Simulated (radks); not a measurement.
Problem. The iodine ion I29+, configuration [Ar] 3d6. Method: Dirac Kohn-Sham, PBE, spin-unpolarised, spherical densities, finite nucleus; open shells fill j = l - 1/2 first; Fermi nuclear charge, rms radius 4.75 fm; computed with a radial shooting solver on a logarithmic mesh with Libxc functionals. Some entries of the table are withheld. Estimate them.

orbital,occ.,eigenvalue (eV),<r^2> (bohr^2),<1/r> (bohr^-1)
1s1/2,2,-34177.26,0.001005,56.84
2s1/2,2,-6282.593,0.01598,13.32
2p1/2,2,-5976.443,(1),(2)
2p3/2,4,-5675.279,(3),(4)
3s1/2,2,-2085.056,0.1024,4.993
3p1/2,2,-1962.974,0.09584,(5)
3p3/2,4,-1899.062,0.1022,(6)
3d3/2,4,-1695.829,0.08133,4.537
3d5/2,2,-1681.612,0.08306,4.472

Solution. 
(1) 2p1/2 <r^2> (bohr^2): 0.01180
(2) 2p1/2 <1/r> (bohr^-1): 13.29
(3) 2p3/2 <r^2> (bohr^2): 0.01306
(4) 2p3/2 <1/r> (bohr^-1): 12.26
(5) 3p1/2 <1/r> (bohr^-1): 4.918
(6) 3p3/2 <1/r> (bohr^-1): 4.663
